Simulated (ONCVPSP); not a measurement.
arsenic: ONCV pseudisation with revPBE, scalar-relativistic reference atom.

- Element: arsenic (As)
- Generator: ONCVPSP 4.0.1
- Type: optimised norm-conserving Vanderbilt (ONCV)
- Functional: revPBE
- Relativity: scalar-relativistic
- Frozen core: [Ar]
- Valence charge: 15
- Reference configuration: 3d10 4s2 4p1.5 (charge +1.5)
- Partial waves: 4s: rc 1.50 bohr, ncon 5, nbas 10, qcut 3.8 1/bohr, 3 projectors, debl 2.5 Ha; 4p: rc 1.90 bohr, ncon 4, nbas 8, qcut 4.3 1/bohr, 2 projectors, debl 1.4 Ha; 3d: rc 1.25 bohr, ncon 5, nbas 10, qcut 14.4 1/bohr, 2 projectors, debl 3.1 Ha
- Local potential: polynomial inside 0.80 bohr (lpopt 4, dvloc0 0 Ha)
- Core correction: none

All-electron outer shells of the reference configuration (revPBE, scalar-relativistic, ld1.x):

| shell | level (eV) | outermost node (bohr) | outermost maximum (bohr) |
| --- | --- | --- | --- |
| 3s | -205.73 | 0.25 | 0.52 |
| 3p | -149.03 | 0.22 | 0.52 |
| 3d | -55.92 | – | 0.48 |
| 4s | -28.20 | 0.73 | 1.59 |
| 4p | -17.82 | 0.77 | 1.87 |

Calculated quality:

```json
{
 "Cutoffs needed": "82 Ha and 91 Ha (the cutoffs (Ha) at which the residual kinetic energy of the hardest occupied pseudo-wave falls to 1 and 0.1 mHa per electron)",
 "Ghost test": "ghosts flagged at negative energy: s at -200.7 eV; GHOST(+) flagged for p at 98.1 eV, s at 190.8 eV; a true bound ghost makes a file unfit for plane-wave use",
 "Largest excitation error": "+35 meV (all-electron minus pseudo) for 3d10 4s1 4p0, out of 4 test configurations"
}
```

Generation and tests took about 6 s on one core of a shared server CPU.
